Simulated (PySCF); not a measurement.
PySCF input (M06-2X/6-31G* (5d)):

```python
from pyscf import gto, dft

mol = gto.M(
    atom='''
    Si    0.79334700   -0.20873300    0.74709000
    H     1.83118100   -0.48928700   -0.33632000
    Cl   -0.76106100    0.20068000   -0.59546700
    ''',
    basis='6-31g*',
    charge=0,
    spin=0,
    verbose=4,
)

mf = dft.RKS(mol, xc='m062x')
mf.grids.level = 4
mf.conv_tol = 1e-9
mf.max_cycle = 100
mf.max_memory = 1500
mf.kernel()
if not mf.converged:
    mf = mf.newton()
    mf.kernel(mf.make_rdm1())
mf.dip_moment()
```

From the output:

```
level_shift factor = 0
DIIS = <class 'pyscf.scf.diis.CDIIS'>
diis_start_cycle = 1
diis_space = 8
diis_damp = 0
SCF conv_tol = 1e-09
SCF conv_tol_grad = None
SCF max_cycles = 100
direct_scf = True
direct_scf_tol = 1e-13
XC library pyscf.dft.libxc version 7.1.2
    S. Lehtola, C. Steigemann, M. J. T. Oliveira, and M. A. L. Marques,  SoftwareX 7, 1–5 (2018)
XC functionals = m062x
    Y. Zhao and D. G. Truhlar,  Theor. Chem. Acc. 120, 215 (2008)
    Y. Zhao and D. G. Truhlar,  Theor. Chem. Acc. 120, 215 (2008)
radial grids:
    Treutler-Ahlrichs [JCP 102, 346 (1995); DOI:10.1063/1.469408] (M4) radial grids

becke partition: Becke, JCP 88, 2547 (1988); DOI:10.1063/1.454033
pruning grids: <function nwchem_prune>
grids dens level: 4
symmetrized grids: False
atomic radii adjust function: <function treutler_atomic_radii_adjust>
small_rho_cutoff = 0
Set gradient conv threshold to 3.16228e-05
Initial guess from minao.
tot grids = 73320
init E= -750.139916903256
  HOMO = -0.234394266399546  LUMO = -0.104503997226088  gap/eV = 3.53449
cycle= 1 E= -750.166973919406  delta_E= -0.0271  |g|= 0.264  |ddm|= 1.58
  HOMO = -0.301541184784744  LUMO = -0.108592875390679  gap/eV = 5.25039
cycle= 2 E= -750.172664819419  delta_E= -0.00569  |g|= 0.254  |ddm|= 0.742
  HOMO = -0.29865137241295  LUMO = -0.0838734042878053  gap/eV = 5.84441
cycle= 3 E= -750.195069025638  delta_E= -0.0224  |g|= 0.0134  |ddm|= 0.356
  HOMO = -0.29574952850167  LUMO = -0.0785468529065223  gap/eV = 5.91039
cycle= 4 E= -750.195155101287  delta_E= -8.61e-05  |g|= 0.00549  |ddm|= 0.0386
  HOMO = -0.296768324509395  LUMO = -0.0793942136049286  gap/eV = 5.91505
cycle= 5 E= -750.195167223257  delta_E= -1.21e-05  |g|= 0.00091  |ddm|= 0.00975
  HOMO = -0.296824726226648  LUMO = -0.0795219692422635  gap/eV = 5.91311
cycle= 6 E= -750.195167784745  delta_E= -5.61e-07  |g|= 0.000184  |ddm|= 0.00273
  HOMO = -0.296797857598726  LUMO = -0.0795112480772497  gap/eV = 5.91267
cycle= 7 E= -750.195167816608  delta_E= -3.19e-08  |g|= 4.3e-05  |ddm|= 0.000635
  HOMO = -0.296802303050082  LUMO = -0.0795141413691192  gap/eV = 5.91271
cycle= 8 E= -750.195167818809  delta_E= -2.2e-09  |g|= 9e-06  |ddm|= 0.000172
  HOMO = -0.296802386571492  LUMO = -0.0795142972384957  gap/eV = 5.91271
cycle= 9 E= -750.195167818877  delta_E= -6.82e-11  |g|= 2.05e-06  |ddm|= 2.77e-05
  HOMO = -0.296802141669348  LUMO = -0.0795142397290041  gap/eV = 5.91270
Extra cycle  E= -750.19516781888  delta_E= -2.96e-12  |g|= 8.63e-07  |ddm|= 5.1e-06
converged SCF energy = -750.19516781888
Dipole moment(X, Y, Z, Debye):  1.38516, -0.36665,  0.69004
```

The geometry given is a B3LYP-D3(BJ)/def2-TZVP minimum.
